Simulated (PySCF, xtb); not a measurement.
CH4Cl2OSi2, SMILES Cl[Si]1(Cl)CO[SiH2]1.

Harmonic wavenumbers (cm⁻¹) from GFN2-xTB run with xtb at its own minimum, in rising order: 74, 103, 131, 164, 175, 311, 356, 436, 486, 555, 561, 642, 683, 730, 764, 812, 1006, 1142, 1229, 1468, 2263, 2275, 2942, 2957.

Problem. What does PBE0-D3(BJ)/def2-SVP (PySCF 2.14.0) give at its own minimum? (An estimate is asked for; the answer gives what the named calculation found.)

Solution. 49, 107, 158, 176, 197, 347, 439, 460, 583, 587, 664, 711, 768, 771, 814, 967, 1063, 1196, 1248, 1454, 2237, 2245, 3059, 3124. Paired by order, the mean absolute difference is 56 cm⁻¹ and the zero-point energies are 31.8 and 33.5 kcal/mol.
